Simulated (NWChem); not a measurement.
System: SrO; SMILES [Sr]=[O]

Here is an NWChem input.

```
start job
memory heap 200 mb stack 900 mb global 1100 mb
geometry units angstroms noautosym nocenter noautoz
  Sr     0.000000     0.000000    -0.303743
  O      0.000000     0.000000     1.608586
end
basis spherical
  * library def2-svp
end
ecp
  Sr library def2-ecp
end
dft
  xc xpbe96 cpbe96
  iterations 150
end
tddft
  cis
  nroots 6
  notriplet
end
task tddft energy
```

Parts of the log:

```
             Northwest Computational Chemistry Package (NWChem) 7.3.0
             --------------------------------------------------------

                             Geometry "geometry" -> ""
                             -------------------------

 Output coordinates in angstroms (scale by  1.889725989 to convert to a.u.)

  No.       Tag          Charge          X              Y              Z
 ---- ---------------- ---------- -------------- -------------- --------------
    1 Sr                  38.0000     0.00000000     0.00000000    -0.30374300
    2 O                    8.0000     0.00000000     0.00000000     1.60858600

 Effective nuclear repulsion energy (a.u.)      84.1224934077

 Summary of "ao basis" -> "ao basis" (spherical)
 ------------------------------------------------------------------------------
       Tag                 Description            Shells   Functions and Types
 ---------------- ------------------------------  ------  ---------------------
 Sr                         def2-svp                 9       23   4s3p2d
 O                          def2-svp                 6       14   3s2p1d

            General Information
            -------------------
          SCF calculation type: DFT
          Wavefunction type:  closed shell.
          No. of atoms     :     2
          No. of electrons :    18
           Alpha electrons :     9
            Beta electrons :     9
          Charge           :     0
          Spin multiplicity:     1
          Use of symmetry is: off; symmetry adaption is: off
          Maximum number of iterations: 150
          AO basis - number of functions:    37
                     number of shells:    15
          Convergence on energy requested:  1.00D-06
          Convergence on density requested:  1.00D-05
          Convergence on gradient requested:  5.00D-04

              XC Information
              --------------
          PerdewBurkeErnzerhof Exchange Functional  1.000
            Perdew 1991 LDA Correlation Functional  1.000 local
           PerdewBurkeErnz. Correlation Functional  1.000 non-local

             Grid Information
             ----------------
          Grid used for XC integration:  medium
          Radial quadrature: Mura-Knowles
          Angular quadrature: Lebedev.
          Tag              B.-S. Rad. Rad. Pts. Rad. Cut. Ang. Pts.
          ---              ---------- --------- --------- ---------
          Sr                  2.00      123          10.0       590
          O                   0.60       49           8.0       434
          Grid pruning is: on
          Number of quadrature shells:   172
          Spatial weights used:  Erf1

      Superposition of Atomic Density Guess
      -------------------------------------

 Sum of atomic energies:        -109.57179666

      Non-variational initial energy
      ------------------------------

 Total energy =    -104.858791
 1-e energy   =    -196.307720
 2-e energy   =      69.311431
 HOMO         =      -0.430857
 LUMO         =      -0.151549

   convergence    iter        energy       DeltaE   RMS-Dens  Diis-err
 ---------------- ----- ----------------- --------- --------- ---------
 d= 0,ls=0.0,diis     1   -105.3574728840 -1.27D+02  1.12D-01  2.50D+00
 d= 0,ls=0.0,diis     2    -96.5553446047  8.80D+00  1.07D-01  2.36D+01
 d= 0,ls=0.0,diis     3   -105.7464564517 -9.19D+00  2.91D-02  5.32D-02
 d= 0,ls=0.0,diis     4   -105.6957998377  5.07D-02  1.31D-02  4.77D-01
 d= 0,ls=0.0,diis     5   -105.7559121121 -6.01D-02  2.49D-03  5.25D-02
  Resetting Diis
 d= 0,ls=0.0,diis     6   -105.7614486140 -5.54D-03  2.14D-03  8.91D-03
 d= 0,ls=0.0,diis     7   -105.7626142271 -1.17D-03  1.92D-03  2.70D-04
 d= 0,ls=0.0,diis     8   -105.7615765044  1.04D-03  1.58D-03  9.00D-03
 d= 0,ls=0.0,diis     9   -105.7626507191 -1.07D-03  1.27D-04  1.43D-05
 d= 0,ls=0.0,diis    10   -105.7626535420 -2.82D-06  1.14D-05  3.12D-07
 d= 0,ls=0.0,diis    11   -105.7626535817 -3.97D-08  6.02D-07  2.01D-09

         Total DFT energy =     -105.762653581667
      One electron energy =     -199.757825631921
           Coulomb energy =       84.784153646993
    Exchange-Corr. energy =      -12.926479861931
 Nuclear repulsion energy =       22.137498265192

 Numeric. integr. density =       17.999997714641

                       DFT Final Molecular Orbital Analysis
                       ------------------------------------

 Vector    7  Occ=2.000000D+00  E=-1.475337D-01
              MO Center= -7.3D-09, -7.5D-09,  1.3D+00, r^2= 1.4D+00
   Bfn.  Coefficient  Atom+Function         Bfn.  Coefficient  Atom+Function
  ----- ------------  ---------------      ----- ------------  ---------------
    28      0.399629  2 O  py                27      0.393079  2 O  px
    31      0.283149  2 O  py                30      0.278508  2 O  px
    15      0.214544  1 Sr d -1              17     -0.211028  1 Sr d  1
     6     -0.084566  1 Sr py                 5     -0.083180  1 Sr px
    12      0.056716  1 Sr py                11      0.055786  1 Sr px

 Vector    8  Occ=2.000000D+00  E=-1.475337D-01
              MO Center=  1.2D-09, -1.5D-09,  1.3D+00, r^2= 1.4D+00
   Bfn.  Coefficient  Atom+Function         Bfn.  Coefficient  Atom+Function
  ----- ------------  ---------------      ----- ------------  ---------------
    27      0.399629  2 O  px                28     -0.393079  2 O  py
    30      0.283149  2 O  px                31     -0.278508  2 O  py
    17     -0.214544  1 Sr d  1              15     -0.211028  1 Sr d -1
     5     -0.084566  1 Sr px                 6      0.083180  1 Sr py
    11      0.056716  1 Sr px                12     -0.055786  1 Sr py

 Vector    9  Occ=2.000000D+00  E=-1.350466D-01
              MO Center=  5.2D-09,  8.9D-09,  1.1D+00, r^2= 2.6D+00
   Bfn.  Coefficient  Atom+Function         Bfn.  Coefficient  Atom+Function
  ----- ------------  ---------------      ----- ------------  ---------------
    29      0.566739  2 O  pz                16     -0.373983  1 Sr d  0
    32      0.374048  2 O  pz                 3     -0.339718  1 Sr s
     2      0.226602  1 Sr s                 13      0.192369  1 Sr pz
    26      0.158754  2 O  s                  7      0.150918  1 Sr pz
    21      0.084960  1 Sr d  0               4      0.071484  1 Sr s

 Vector   10  Occ=0.000000D+00  E=-8.495211D-02
              MO Center=  2.1D-10,  5.1D-10, -1.0D+00, r^2= 6.7D+00
   Bfn.  Coefficient  Atom+Function         Bfn.  Coefficient  Atom+Function
  ----- ------------  ---------------      ----- ------------  ---------------
     4      0.703091  1 Sr s                  2     -0.346827  1 Sr s
     3      0.347874  1 Sr s                 13     -0.242279  1 Sr pz
    16     -0.215205  1 Sr d  0               7      0.191615  1 Sr pz
    29      0.125331  2 O  pz                10     -0.100252  1 Sr pz
     1     -0.093542  1 Sr s                 32      0.073494  2 O  pz

 Vector   11  Occ=0.000000D+00  E=-2.267169D-02
              MO Center= -1.6D-09,  1.4D-09, -1.2D+00, r^2= 9.0D+00
   Bfn.  Coefficient  Atom+Function         Bfn.  Coefficient  Atom+Function
  ----- ------------  ---------------      ----- ------------  ---------------
    11      0.618528  1 Sr px                12     -0.616812  1 Sr py
    20      0.193902  1 Sr d -1              22      0.194442  1 Sr d  1
     5     -0.181931  1 Sr px                 6      0.181427  1 Sr py
    15      0.173455  1 Sr d -1              17      0.173938  1 Sr d  1
     8      0.049697  1 Sr px                 9     -0.049560  1 Sr py

 Vector   12  Occ=0.000000D+00  E=-2.267169D-02
              MO Center= -2.9D-09,  8.1D-10, -1.2D+00, r^2= 9.0D+00
   Bfn.  Coefficient  Atom+Function         Bfn.  Coefficient  Atom+Function
  ----- ------------  ---------------      ----- ------------  ---------------
    11      0.616812  1 Sr px                12      0.618528  1 Sr py
    20     -0.194442  1 Sr d -1              22      0.193902  1 Sr d  1
     5     -0.181427  1 Sr px                 6     -0.181931  1 Sr py
    15     -0.173938  1 Sr d -1              17      0.173455  1 Sr d  1
     8      0.049560  1 Sr px                 9      0.049697  1 Sr py

     Multipole analysis of the density
     ---------------------------------

     L   x y z        total         alpha         beta         nuclear
     -   - - -        -----         -----         ----         -------
     0   0 0 0      0.000000     -9.000000     -9.000000     18.000000

     1   1 0 0     -0.000000     -0.000000     -0.000000      0.000000
     1   0 1 0     -0.000000     -0.000000     -0.000000      0.000000
     1   0 0 1     -2.876869    -10.727626    -10.727626     18.578384

     2   2 0 0    -16.265498     -8.132749     -8.132749      0.000000
     2   1 1 0      0.000000      0.000000      0.000000      0.000000
     2   1 0 1      0.000000      0.000000      0.000000      0.000000
     2   0 2 0    -16.265498     -8.132749     -8.132749      0.000000
     2   0 1 1      0.000000      0.000000      0.000000      0.000000
     2   0 0 2    -27.740332    -52.478709    -52.478709     77.217086

                                NWChem TDDFT Module
                                -------------------

            General Information
            -------------------
           No. of orbitals :      74
            Alpha orbitals :      37
             Beta orbitals :      37
        Alpha frozen cores :       0
         Beta frozen cores :       0
     Alpha frozen virtuals :       0
      Beta frozen virtuals :       0
         Spin multiplicity :       1
    Number of AO functions :      37
        Use of symmetry is : off
      Symmetry adaption is : off
         Schwarz screening :  0.10D-07

              XC Information
              --------------
   PerdewBurkeErnzerhof Exchange Functional   1.00
     Perdew 1991 LDA Correlation Functional   1.00 local
    PerdewBurkeErnz. Correlation Functional   1.00 non-local

             TDDFT Information
             -----------------
          Calculation type : Tamm-Dancoff TDDFT
         Wavefunction type : Restricted singlets
          No. of electrons :      18
           Alpha electrons :       9
            Beta electrons :       9
              No. of roots :       6
          Max subspacesize :    5200
            Max iterations :     100
               Target root :       1
           Target symmetry : none
      Symmetry restriction : off
                 Algorithm : Optimal
        Davidson threshold :  0.10D-03

    6 smallest eigenvalue differences (eV)
--------------------------------------------------------
  No. Spin  Occ  Vir  Irrep   E(Occ)    E(Vir)   E(Diff)
--------------------------------------------------------
    1    1    9   10 a        -0.135    -0.085     1.363
    2    1    8   10 a        -0.148    -0.085     1.703
    3    1    7   10 a        -0.148    -0.085     1.703
    4    1    9   11 a        -0.135    -0.023     3.058
    5    1    9   12 a        -0.135    -0.023     3.058
    6    1    8   11 a        -0.148    -0.023     3.398
--------------------------------------------------------

  Entering Davidson iterations
  Restricted singlet excited states

  Iter   NTrls   NConv    DeltaV     DeltaE      Time
  ----  ------  ------  ---------  ---------  ---------
    1      6       0     0.14E+00   0.10+100        0.3
    2     12       0     0.22E-01   0.18E-01        0.3
    3     18       2     0.62E-02   0.11E-02        0.3
    4     22       5     0.13E-02   0.15E-03        0.3
    5     23       6     0.92E-04   0.32E-05        0.2
  ----  ------  ------  ---------  ---------  ---------
  Convergence criterion met

  Ground state a        -105.762653581667 a.u.

  ----------------------------------------------------------------------------
  Root   1 singlet a              0.060061573 a.u.                1.6344 eV
  ----------------------------------------------------------------------------
     Transition Moments    X  0.00000   Y  0.00000   Z  1.07959
     Dipole Oscillator Strength                    0.0466687839
     Electric Quadrupole                           0.0000000001
     Magnetic Dipole                               0.0000000000
     Total Oscillator Strength                     0.0466687839

     Occ.    7  a   ---  Virt.   17  a       -0.07264
     Occ.    8  a   ---  Virt.   16  a        0.07262
     Occ.    9  a   ---  Virt.   10  a       -0.97598
     Occ.    9  a   ---  Virt.   13  a       -0.17625
     Occ.    9  a   ---  Virt.   24  a       -0.05446
  ----------------------------------------------------------------------------
  Root   2 singlet a              0.062779714 a.u.                1.7083 eV
  ----------------------------------------------------------------------------
     Transition Moments    X -0.17807   Y  0.17392   Z -0.00000
     Dipole Oscillator Strength                    0.0025932063
     Electric Quadrupole                           0.0000000042
     Magnetic Dipole                               0.0000000587
     Total Oscillator Strength                     0.0025932692

     Occ.    8  a   ---  Virt.   10  a        0.99955
  ----------------------------------------------------------------------------
  Root   3 singlet a              0.062779714 a.u.                1.7083 eV
  ----------------------------------------------------------------------------
     Transition Moments    X -0.17392   Y -0.17807   Z  0.00000
     Dipole Oscillator Strength                    0.0025932064
     Electric Quadrupole                           0.0000000042
     Magnetic Dipole                               0.0000000587
     Total Oscillator Strength                     0.0025932693

     Occ.    7  a   ---  Virt.   10  a        0.99955
  ----------------------------------------------------------------------------
  Root   4 singlet a              0.109928745 a.u.                2.9913 eV
  ----------------------------------------------------------------------------
     Transition Moments    X -0.45128   Y  0.45298   Z -0.00000
     Dipole Oscillator Strength                    0.0299622632
     Electric Quadrupole                           0.0000000568
     Magnetic Dipole                               0.0000003949
     Total Oscillator Strength                     0.0299627149

     Occ.    9  a   ---  Virt.   11  a       -0.99924
  ----------------------------------------------------------------------------
  Root   5 singlet a              0.109928745 a.u.                2.9913 eV
  ----------------------------------------------------------------------------
     Transition Moments    X -0.45298   Y -0.45128   Z  0.00000
     Dipole Oscillator Strength                    0.0299622610
     Electric Quadrupole                           0.0000000568
     Magnetic Dipole                               0.0000003949
     Total Oscillator Strength                     0.0299627127

     Occ.    9  a   ---  Virt.   12  a       -0.99924
  ----------------------------------------------------------------------------
  Root   6 singlet a              0.122844354 a.u.                3.3428 eV
  ----------------------------------------------------------------------------
     Transition Moments    X  0.00000   Y  0.00000   Z -0.00030
     Dipole Oscillator Strength                    0.0000000074
     Electric Quadrupole                           0.0000000033
     Magnetic Dipole                               0.0000000000
     Total Oscillator Strength                     0.0000000107

     Occ.    7  a   ---  Virt.   12  a       -0.70197
     Occ.    8  a   ---  Virt.   11  a        0.70345
     Occ.    9  a   ---  Virt.   15  a       -0.11030

              Target root =      1
          Target symmetry = none
      Ground state energy =   -105.762653581667
        Excitation energy =      0.060061573481
     Excited state energy =   -105.702592008186

  stored tddft:energy   -105.70259200818647
```

Level: PBE/def2-SVP with def2 effective core potentials on Sr, TDA. Structure relaxed at the PBE0-D3(BJ)/def2-TZVP level. def2 effective core potentials on Sr; no spin-orbit coupling.
